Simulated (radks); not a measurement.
The numbers below are computed, except where a source is named.
Orbital eigenvalues (eV) of the molybdenum ion Mo+, [Kr] 4d5, of relativity; Dirac values are averaged over j with weights 2j + 1. Spin-unpolarised spherical Kohn-Sham, PBE, point nucleus unless stated (finite: rms radius 4.4091 fm), a radial shooting solver on a logarithmic mesh with Libxc functionals. A level marked "c x" has the speed of light scaled by that factor and shares open shells by 2j + 1; other Dirac levels either fill j = l - 1/2 first or share by 2j + 1.

shell  non-rel.
1s       -19332
2s      -2689.8
2p      -2478.0
3s      -461.53
3p      -380.12
3d      -230.98
4s      -67.441
4p      -44.424
4d      -10.564

Give the values at the level "Dirac, c x 10".

Answer. 
shell  Dirac, c x 10  change of magnitude (%)
1s            -19337                    +0.02
2s           -2690.9                    +0.04
2p           -2478.3                    +0.01
3s           -461.74                    +0.04
3p           -380.18                    +0.01
3d           -230.94                    -0.01
4s           -67.475                    +0.05
4p           -44.432                    +0.02
4d           -10.562                    -0.01
